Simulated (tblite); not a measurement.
C₃H₈F₃NSi₂.
Atom-mapped SMILES: `[CH2:1]=[N:2][C:3]([SiH3:4])([SiH3:5])[C:6]([F:7])([F:8])[F:9]` (hydrogens: H10, H11 on C1; H12, H13, H14 on Si4; H15, H16, H17 on Si5)

Structure used (GFN2-xTB), in Å, numbered top down from 1:
```xyz
17
C3H8F3NSi2 angstrom
C      2.0645   -0.0692   -0.9873
N      1.3241    0.3341   -0.0555
C     -0.0534    0.0509    0.0968
Si    -0.1549   -0.8515    1.7939
Si    -0.8798    1.7888    0.0796
C     -0.6937   -0.8112   -0.9503
F     -0.1694   -2.0511   -1.0489
F     -2.0042   -0.9988   -0.6849
F     -0.6528   -0.3001   -2.1986
H      3.1007    0.2368   -0.9599
H      1.7651   -0.7002   -1.8243
H      0.5754   -2.1106    1.6628
H     -1.5642   -1.0851    2.1015
H      0.4923    0.0422    2.7448
H     -2.3037    1.6233    0.3635
H     -0.6681    2.3597   -1.2488
H     -0.1847    2.5539    1.1058
```

Method: GFN2-xTB as coded in tblite; computed harmonic values from a numerical Hessian at the method's own geometry, unscaled. The method is semi-empirical: single wavenumbers can be off by several per cent or more. Modes of hydrogen on silicon can be 10 to 20 % off. One conformer, not necessarily the lowest.

**Question.** How many normal modes are there?

**Answer.** 17 atoms, non-linear: 3N − 6 = 45.

**Question.** What is the point group of the computed structure, and how do the modes divide by symmetry?

**Answer.** Cs. The vibrations span 26 a′ + 19 a″.

**Question.** How many distinct wavenumbers does the calculation give?

**Answer.** 45: Cs has no degenerate species.

**Question.** How many fundamentals are allowed in the infrared by symmetry?

**Answer.** 45 of 45: in Cs every mode is allowed. All fundamentals are allowed in the Raman spectrum.

**Question.** What zero-point energy do the modes add up to?

**Answer.** ½Σν̃ = 21623 cm⁻¹ = 61.8 kcal/mol (45 modes); those above 1550 cm⁻¹ give 30.9 kcal/mol of it.

**Question.** What thermal excitation has the softest real mode at 298.15 K?

**Answer.** θ = hcν̃/k = 80 K for 55.9 cm⁻¹, so N1/N0 = 0.76 and ⟨v⟩ = 1/(exp(θ/T) − 1) = 3.2.

On an Arm Neoverse V1 with one thread (shared host), this took 0.74 s of wall time. This covers the Hessian and the dipole derivatives.
